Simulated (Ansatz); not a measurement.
SnH3(nBu) (C4H12Sn), relaxed as a singlet with RKS PBE-D4/def2-SVP in Ansatz, starting from the GFN2-xTB geometry. Force threshold 0.02 eV/Å.

In the def2 sets Sn takes a core potential; there is no spin–orbit coupling.

Start:

```
atom   x (Å)   y (Å)   z (Å)
 Sn1   2.035  -1.965   0.295
  H2   3.536  -1.738   0.976
  H3   1.377  -3.305   1.028
  H4   2.288  -2.389  -1.291
  C5   0.755  -0.229   0.493
  C6  -0.613  -0.423  -0.134
  C7  -1.539   0.772   0.096
  C8  -1.084   2.035  -0.625
  H9   0.647  -0.002   1.553
 H10   1.267   0.613   0.034
 H11  -0.509  -0.592  -1.208
 H12  -1.087  -1.311   0.292
 H13  -2.537   0.503  -0.259
 H14  -1.612   0.969   1.168
 H15  -1.826   2.822  -0.507
 H16  -0.142   2.399  -0.224
 H17  -0.956   1.841  -1.688
```

Problem. Estimate the energy that the relaxation releases and the steps that it takes.

Solution. 0.20 eV, in 5 steps; 9.5 s on 4 threads of Intel Xeon on a shared host. No frequencies were taken in this run, so the end may be a saddle point.

Problem. Does the start keep its bonding and symmetry?

Solution. By distances, no bond broke or formed. The bond that changes most is Sn1–H4, from 1.66 to 1.73 Å (atoms count from 1).

Problem. Predict the relaxed structure.

Solution. 
```csv
atom,x (Å),y (Å),z (Å)
Sn1,2.062,-1.992,0.293
H2,3.609,-1.710,1.018
H3,1.324,-3.360,1.058
H4,2.288,-2.355,-1.386
C5,0.775,-0.244,0.508
C6,-0.617,-0.428,-0.109
C7,-1.556,0.777,0.076
C8,-1.100,2.053,-0.634
H9,0.703,-0.029,1.595
H10,1.320,0.607,0.049
H11,-0.521,-0.644,-1.198
H12,-1.103,-1.326,0.331
H13,-2.567,0.495,-0.290
H14,-1.674,0.977,1.165
H15,-1.833,2.874,-0.501
H16,-0.126,2.419,-0.249
H17,-0.983,1.885,-1.726
```
Bond lengths: 3 × C–C 1.53 to 1.54 Å; 1 × C–Sn 2.18 Å; 9 × C–H 1.11 Å; 3 × H–Sn 1.73 Å.
